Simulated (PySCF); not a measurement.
Frontier orbitals and the lowest excitations

C2H7NSi2.
Cartesian coordinates in Å at the PBE0-D3(BJ)/def2-SVP level; atoms count from 1:
```
atom  x, y, z in Å
N1    -1.355    2.496   -0.180
C2    -1.441    1.351   -0.025
C3    -1.490   -0.087    0.136
Si4   -0.140   -0.970   -0.901
Si5    1.980   -0.165   -0.306
H6    -2.481   -0.464   -0.164
H7    -1.349   -0.343    1.199
H8    -0.268   -2.433   -0.617
H9    -0.424   -0.728   -2.347
H10    3.026   -0.850   -1.123
H11    2.048    1.308   -0.536
H12    2.226   -0.452    1.142
```

Level of theory: TDDFT CAM-B3LYP/def2-SVPD, vertical, gas phase, core orbitals frozen in the response (PySCF).

Kohn–Sham orbitals with the atoms that hold most of them (Löwdin shares over 4%, at most four atoms; ? is withheld):

| orbital | ε (eV) | atoms |
| --- | --- | --- |
| HOMO-3 | -11.20 | Si5 26%, Si4 20%, H11 16%, H12 13% |
| HOMO-2 | -10.93 | N1 46%, C2 36%, C3 8% |
| HOMO-1 | -10.38 | ? |
| HOMO | -9.86 | ? |
| LUMO | ? | Si4 25%, C3 14%, Si5 14%, C2 10% |
| LUMO+1 | 0.94 | Si5 29%, Si4 25%, H8 8%, H12 7% |
| LUMO+2 | 1.01 | Si5 27%, Si4 20%, H8 10%, H11 9% |

(1) Give the leading atoms of the HOMO.

(2) Give the leading atoms of the HOMO-1.

(3) What is the LUMO energy, and the HOMO–LUMO gap?

Answers

(1) Si5 (bonded to Si and 3 H) 31%; Si4 (bonded to C, Si and 2 H) 29%; C3 (bonded to C, Si and 2 H) 10%; H11 (bonded to Si) 5%. By element: silicon 60%, carbon 10% or more, hydrogen 5% or more.

(2) N1 (bonded to C) 31%; C2 (bonded to C and N) 22%; Si4 (bonded to C, Si and 2 H) 15%; C3 (bonded to C, Si and 2 H) 13%. By element: carbon 36%, nitrogen 31%, silicon 15% or more.

(3) ε(LUMO) = 0.51 eV; the gap is 10.37 eV (0.3812 hartree).

Problem. How does S1 compare with the orbital gap of 10.37 eV?

Solution. S1 is at 7.17 eV (f = 0.034), 3.20 eV below the gap, made of HOMO→LUMO (78%). 

Next come S2 at 7.36 eV (f 0.0013), HOMO-1→LUMO+4 (27%), HOMO-1→LUMO+7 (10%), HOMO→LUMO+4 (9%); S3 at 7.55 eV (f 0.018), HOMO→LUMO+3 (56%), HOMO→LUMO+2 (19%); S4 at 7.72 eV (f 0.020), HOMO→LUMO+1 (32%), HOMO-1→LUMO (12%), HOMO→LUMO+3 (11%); S5 at 7.81 eV (f 0.035), HOMO-1→LUMO (30%), HOMO-1→LUMO+1 (11%).

Löwdin shares depend on the basis, the more so with diffuse functions.

One conformer stands for the species.
